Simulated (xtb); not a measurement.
Cl3Ga (SMILES [Cl][Ga]([Cl])[Cl]), singlet, at a GFN2-xTB geometry (such geometries of metal compounds can be far from the true shape).

Input for xtb:
```
$ xtb mol.xyz --gfn 1 --etemp 3000 --json

# file mol.xyz
4

Ga     0.00000000     0.00000000    -0.00000000
Cl    -1.75999983    -1.10581726    -0.20820478
Cl     0.10032532     1.95214694    -0.73677512
Cl     1.65967451    -0.84632969     0.94497990
```

Q: Estimate the partial charges in atom order that GFN1-xTB run with xtb returns for this input.

A: Ga1 0.43, Cl2 -0.14, Cl3 -0.14, Cl4 -0.14

Q: Estimate the total energy (a free energy at this electronic temperature) that GFN1-xTB returns for this input.

A: -14.2697 Eh

Q: What dipole moment does GFN1-xTB give?

A: 0.00 D
